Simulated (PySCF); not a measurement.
# Computed structure and properties of OsH8

System: OsH8 (singlet); start: displaced along the imaginary mode (C4v). Method: PySCF 2.14.0, RKS TPSS, Os def2-SVP with ECP60, H def2-SVP; non-relativistic Hamiltonian with scalar-relativistic core potentials where named; density fitting; no spin-orbit coupling.

Input of the relaxation:

```python
mol = gto.M(atom='''
Os    -0.00000     0.00000     0.00996
H      1.68459    -0.00002     0.21611
H      0.00002     1.68459     0.21611
H     -1.68459     0.00002     0.21611
H     -0.00002    -1.68459     0.21611
H      1.07968     1.07966    -0.69060
H     -1.07966     1.07968    -0.69060
H     -1.07968    -1.07966    -0.69060
H      1.07966    -1.07968    -0.69060''',
    basis={'Os': 'def2-SVP', 'H': 'def2-SVP'},
    ecp={'Os': 'def2-SVP'},
    charge=0, spin=0)
mf = dft.RKS(mol, xc='TPSS')
mf.grids.atom_grid = (50, 194)
mf = mf.density_fit()  # fitting sets: Os def2-universal-JKFIT, H def2-universal-JKFIT
mf.conv_tol = 1e-08; mf.max_cycle = 55
mf.kernel(dm0)  # dm0: converged density of the start geometry
# quasi-Newton relaxation in Cartesian coordinates to a largest gradient under 0.00045 Eh/bohr, steps kept in the point group
```

Run from Python with OMP_NUM_THREADS=2; the lines above give its settings. Where DIIS fails, smearing, a level shift and second-order steps follow.
It took 18 s on 2 threads of Arm Neoverse V1, on a shared host, from the converged density of the start.

Course of the relaxation:

| step | energy above end (eV) | largest force component within the symmetry (eV/Å) |
| --- | --- | --- |
| 0 | 0.7594 | 0.526 |
| 1 | 0.4916 | 0.748 |
| 2 | 0.0620 | 1.014 |
| 3 | 0.0061 | 0.780 |
| 4 | 0.0006 | 0.233 |
| 5 | 0.0001 | 0.023 |
| 6 | 0.0000 | 0.005 |

Relaxed geometry (C4v):

```xyz
9

Os    0.0000    0.0000    0.1294
H     1.6677    0.0000    0.3851
H     0.0000    1.6677    0.3851
H    -1.6677    0.0000    0.3851
H     0.0000   -1.6677    0.3851
H     0.8824    0.8824   -0.8895
H    -0.8824    0.8824   -0.8895
H    -0.8824   -0.8824   -0.8895
H     0.8824   -0.8824   -0.8895
```

| contact | Å |
| --- | --- |
| Os1–H2 (H) | 1.687 |
| Os1–H3 (H) | 1.687 |
| Os1–H4 (H) | 1.687 |
| Os1–H5 (H) | 1.687 |
| Os1–H6 (H) | 1.611 |
| Os1–H7 (H) | 1.611 |
| Os1–H8 (H) | 1.611 |
| Os1–H9 (H) | 1.611 |

On the finer grid (75, 302):

The HOMO is -7.68 eV. The LUMO is -4.51 eV. The dipole about the centre of mass is 0.20 D. The set of Mulliken populations of Os1 outside the core potential is s 2.68, p 6.29, d 6.63, f 0.02 and the D3(BJ) dispersion energy (not in the energies) is -0.167 eV.

```json
{"atom": "Os1", "Mulliken (e)": "0.38", "Löwdin (e)": "-0.30", "spin (e)": "0.00"}
{"atom": "H2", "Mulliken (e)": "-0.11", "Löwdin (e)": "-0.01", "spin (e)": "0.00"}
{"atom": "H3", "Mulliken (e)": "-0.11", "Löwdin (e)": "-0.01", "spin (e)": "0.00"}
{"atom": "H4", "Mulliken (e)": "-0.11", "Löwdin (e)": "-0.01", "spin (e)": "0.00"}
{"atom": "H5", "Mulliken (e)": "-0.11", "Löwdin (e)": "-0.01", "spin (e)": "0.00"}
{"atom": "H6", "Mulliken (e)": "0.01", "Löwdin (e)": "0.09", "spin (e)": "0.00"}
{"atom": "H7", "Mulliken (e)": "0.01", "Löwdin (e)": "0.09", "spin (e)": "0.00"}
{"atom": "H8", "Mulliken (e)": "0.01", "Löwdin (e)": "0.09", "spin (e)": "0.00"}
{"atom": "H9", "Mulliken (e)": "0.01", "Löwdin (e)": "0.09", "spin (e)": "0.00"}
```

No frequency check is given here. The steps kept the symmetry C4v of the start, so a lower state may lie off it.

Taking off one H (charge -1, singlet; the rest: singlet) in vacuum, both parts rigid, costs 12.05 eV; the small basis without counterpoise inflates it. Most of it is the attraction of opposite charges; other ways to part are cheaper, and one spin state was tried for the rest.

Rigid scan of H along the line from its metal, all other atoms held (where the atom bridges, its other bond changes as well):

distance to H2 (Å), energy (eV) and a bar:
```
     1.39      1.042 ##########
     1.49      0.394 ####
     1.59      0.084 #
     1.69      0.000 
     1.79      0.062 #
     1.89      0.219 ##
     2.09      0.677 ######
     2.39      1.465 ##############
     2.79      2.401 ######################
     3.29      3.242 ##############################
```

One start shape was tried, so this needn't be the lowest isomer.
